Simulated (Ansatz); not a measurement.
Input for Ansatz (development build ahead of 0.2.0):

```yaml
crystal:
  periodic: [false, false, false]
  atoms:
    - { symbol: Ce, position_ang: [0.0, 0.0, 0.0] }
    - { symbol: Cl, position_ang: [0.0, 0.0, 2.491] }
basis:
  gaussian: { orbitals: def2-TZVPP }
magnetization:
  spin_polarized: true
  initial_magnetization: 3
hamiltonian:
  xc: pbe
```

The input is written out in the form of the current development build from the run's settings. The basis set brings a core potential for Ce, so the total leaves out those core electrons.

Output:

```
Converged                       : yes
Total energy                    : -935.06832 hartree
Spin squared of the determinant : 3.752
Stability test                  : minimum
```

Caution: other spin multiplicities were not run.
